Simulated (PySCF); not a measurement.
Computed properties of Cd(H)(NH2) (CdH3N), SMILES [NH2][CdH]

CdH3N, SMILES [NH2][CdH]. Geometry optimised at B3LYP-D3(BJ)/def2-TZVP. The def2 effective core potentials stand for the cores of Cd; spin–orbit coupling is left out. One conformer was computed; it need not be the lowest. All values are computed for the isolated molecule unless a solvent is named; none is compared with measurement here.

**Structure.** The optimised structure has Cs symmetry. All 9 harmonic modes at B3LYP-D3(BJ)/def2-TZVP (PySCF) are real, so it is a minimum.

**Vibrations.** The strongest infrared lines (harmonic, unscaled, degenerate partners summed) lie at 1852 cm⁻¹ (171 km/mol, H 99 %), 484 cm⁻¹ (146 km/mol, H 54 %, N 42 %), 451 cm⁻¹ (42 km/mol, H 97 %). The softest mode is at 451 cm⁻¹ and the zero-point energy is 18.9 kcal/mol.

**Electronic structure.** ωB97X/def2-TZVPD (PySCF) places the frontier levels at -9.12 and 1.22 eV, a gap of 10.34 eV, and gives a dipole moment of 1.06 D and a mean polarisability of 42.7 bohr³. PBE/def2-TZVPD (PySCF) at the same geometry gives -5.40 and -1.15 eV, so its gap is 6.09 eV narrower. An orbital gap is neither the optical nor the fundamental gap.

**Excitations.** TDDFT-M06-2X/def2-TZVPD (PySCF) has S1 at 5.13 eV (242 nm, f = 0.001, dark); the most intense of the 10 singlets computed lies at 7.75 eV (f = 0.56). T1 (TDA) is at 4.60 eV. No vertical singlet excitation falls in the visible range (under 3.1 eV).
